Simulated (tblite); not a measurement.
C₃H₇O₃Si (doublet state).
SMILES with atom numbers: `[CH3:1][C:2]([SiH2:3][OH:4])[C:5](=[O:6])[OH:7]` (hydrogens: H8, H9, H10 on C1; H11, H12 on Si3; H13 on O4; H14 on O7)

Structure used (GFN2-xTB), in Å, numbered top down from 1:
```
atom  x, y, z in Å
C1     1.105   -1.292    0.333
C2     0.146   -0.211    0.040
Si3   -1.534   -0.525   -0.751
O4    -2.336    0.859   -0.936
C5     0.513    1.130    0.371
O6    -0.199    2.117    0.194
O7     1.745    1.272    0.916
H8     1.367   -1.291    1.394
H9     0.704   -2.262    0.057
H10    2.044   -1.121   -0.200
H11   -1.295   -1.130   -2.064
H12   -2.281   -1.411    0.146
H13   -1.882    1.654   -0.623
H14    1.902    2.210    1.102
```

Computed with GFN2-xTB (tblite): harmonic, unscaled wavenumbers at the GFN2-xTB geometry, gas phase. The method is semi-empirical: single wavenumbers can be off by several per cent or more. Modes of hydrogen on silicon can be 10 to 20 % off. One conformer, not necessarily the lowest. Open shells enter through the occupations alone, without spin polarisation, and single modes of such species can be off by tens of per cent.

Harmonic wavenumbers (cm⁻¹): 51.4, 62.0, 78.1, 191.9, 229.2, 236.7, 270.9, 407.1, 477.7, 504.2, 552.7, 570.6, 618.4, 649.9, 678.5, 705.6, 780.6, 894.7, 931.0, 936.3, 949.7, 1088.7, 1152.9, 1217.9, 1336.6, 1373.4, 1434.4, 1457.8, 1620.9, 2216.1, 2244.3, 2949.5, 2980.0, 3053.1, 3389.5, 3476.7.

A = 3291, B = 1734, C = 1159 MHz; mass 119.016 u (most abundant isotopes); point group Cs, symmetry number 1; spin multiplicity 2.

**Question.** Zero-point energy?

**Answer.** ½Σν̃ = 20884 cm⁻¹ = 249.83 kJ/mol.

**Question.** Entropy at 298.15 K, 1 bar (ideal gas, RRHO, classical rotation)?

**Answer.** Translation 168.46, rotation 118.31, vibration 110.17, spin (R ln 2) 5.76: S = 402.7 J/(mol K).

**Question.** And Cp and H(298.15 K) − H(0)?

**Answer.** Cp = 144.77 J/(mol K), of which vibrations give 111.51 (their classical limit is 36 R = 299.3); H(298.15 K) − H(0) = 26.96 kJ/mol without the zero-point energy, 17.05 from vibrations.

**Question.** Blend soft modes into free rotors: weight 1/[1 + (100 cm⁻¹/ν̃)⁴] for the oscillator and the rest for a rotor with moment μB/(μ + B), μ = h/(8π²ν), B = 10⁻⁴⁴ kg m². What vibrational entropy results?

**Answer.** 98.96 J/(mol K) in place of 110.17, which changes −T·S at 298.15 K by +3.34 kJ/mol.

**Question.** How do the functions run with temperature in this model?

**Answer.** 
```tsv
T (K)	S (J/(mol K))	Cp (J/(mol K))	H − H(0) (kJ/mol)	G − H(0) (kJ/mol)	ln q(vib)
50	247.0	54.3	2.12	-10.23	0.56
100	290.4	72.9	5.31	-23.73	1.73
373.15	437.7	167.6	38.70	-124.63	8.09
500	491.3	198.4	62.01	-183.63	10.92
750	580.0	238.7	117.07	-317.95	16.11
1000	652.4	264.1	180.14	-472.29	20.78
```

q(vib) and H(0) count from the zero-point level.

**Question.** Which modes carry the vibrational entropy at 298.15 K?

**Answer.** 51.4 cm⁻¹: 19.93; 62.0 cm⁻¹: 18.38; 78.1 cm⁻¹: 16.48; 191.9 cm⁻¹: 9.24; 229.2 cm⁻¹: 7.89; 236.7 cm⁻¹: 7.65 J/(mol K); the other 30 give 30.61 together.

**Question.** What must be added to the electronic energy to get the Gibbs energy at 298.15 K and 1 bar?

**Answer.** ZPE + [H(298.15 K) − H(0)] − T·S = 249.83 + 26.96 − 120.07 = 156.72 kJ/mol.

Hindered rotation and anharmonicity are outside this model. Other conformers, if any are populated, would add a mixing term that is left out.
